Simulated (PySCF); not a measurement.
**Broadened absorption spectrum of C6H15PSi**

Compound: C6H15PSi.
Cartesian coordinates in Å at the PBE0-D3(BJ)/def2-SVP level; atoms count from 1:
```xyz
23
C6H15PSi angstrom
C      3.151   -0.330   -0.570
C      1.859    0.462   -0.430
P      0.894   -0.087    1.067
C     -0.025   -1.555    0.328
C     -1.134   -0.640   -0.226
C     -2.554   -1.171   -0.193
C     -0.832    0.584    0.677
Si    -1.090    2.323    0.018
H      2.953   -1.404   -0.713
H      3.784   -0.229    0.326
H      3.738    0.013   -1.436
H      2.085    1.533   -0.284
H      1.254    0.390   -1.349
H      0.513   -2.184   -0.397
H     -0.394   -2.201    1.142
H     -0.882   -0.380   -1.268
H     -3.271   -0.418   -0.558
H     -2.847   -1.444    0.834
H     -2.658   -2.069   -0.822
H     -1.394    0.497    1.625
H     -0.440    2.487   -1.320
H     -0.509    3.330    0.959
H     -2.549    2.618   -0.145
```

Computed, not measured: TDDFT CAM-B3LYP/def2-SVPD, vertical, gas phase, core orbitals frozen in the response (PySCF 2.14.0, density-fitted response routines).

Computed states:

```json
{"state": "S1", "E (eV)": "5.73", "f": "0.067"}
{"state": "S2", "E (eV)": "6.18", "f": "0.072"}
{"state": "S3", "E (eV)": "6.50", "f": "0.0007"}
{"state": "S4", "E (eV)": "6.68", "f": "0.051"}
{"state": "S5", "E (eV)": "7.03", "f": "0.012"}
{"state": "S6", "E (eV)": "7.31", "f": "0.0005"}
{"state": "S7", "E (eV)": "7.41", "f": "0.0061"}
{"state": "S8", "E (eV)": "7.46", "f": "0.050"}
{"state": "S9", "E (eV)": "7.53", "f": "0.018"}
{"state": "S10", "E (eV)": "7.68", "f": "0.014"}
```

Broadening: Gaussians 0.3 eV wide at half height, area fixed by f = 4.319×10⁻⁹ ∫ε dν̃. The cross-section is σ = 3.8235×10⁻²¹ ε cm², given in Mb (10⁻¹⁸ cm²). The width is an assumption, not a result. The curve ends short of the highest state used, and states not computed would add to its high-energy end.

Task: Give the broadened spectrum and its maxima.

Result: 
```tsv
λ (nm)	σ (Mb)
175.1	4.25
177.2	4.73
179.3	5.75
181.3	9.18
183.4	14.70
185.4	17.77
187.5	15.77
189.5	10.81
191.6	6.99
193.7	7.76
195.7	12.95
197.8	20.24
199.8	24.63
201.9	23.61
204.0	18.06
206.0	12.41
208.1	9.72
210.1	11.38
212.2	16.19
214.3	21.12
216.3	23.12
218.4	21.23
220.4	16.57
222.5	10.81
224.6	6.01
226.6	2.98
228.7	1.24
230.7	0.48
232.8	0.15
234.9	0.04
```

Maxima: 216 nm (5.73 eV), ε about 6000, made up of S1 (100%); 200 nm (6.18 eV), ε about 6500, made up of S2 (100%); 186 nm (6.68 eV), ε about 4700, made up of S4 (99%) (ε in L mol⁻¹ cm⁻¹; maxima over ε = 5, shares over 10%).

Task: What would ε be at 6.18 eV, the highest of these maxima, with half the width (0.15 eV)?

Result: About 13000 L mol⁻¹ cm⁻¹ against 6530, a factor of about 1.99; a lone state at its own centre would give exactly 2.

Task: On this curve, what absorbance would a 10⁻³ mol/L sample give at 193 nm over a 1 cm path?

Result: 193 nm is 6.424 eV, where ε is about 1800 L mol⁻¹ cm⁻¹, so A = ε c l ≈ 1.8 (Beer–Lambert, with the gas-phase spectrum and the assumed width).

Task: Coming from long wavelengths, where does ε first pass 100 L mol⁻¹ cm⁻¹?

Result: At about 231 nm (5.36 eV), 0.36 eV below S1.

All these states lie below the vertical ionisation energy of 8.24 eV (ΔSCF).

One conformer stands for the species.

Without π bonds the low states may be Rydberg-like; a valence basis with one diffuse set may place them up to an eV too high.
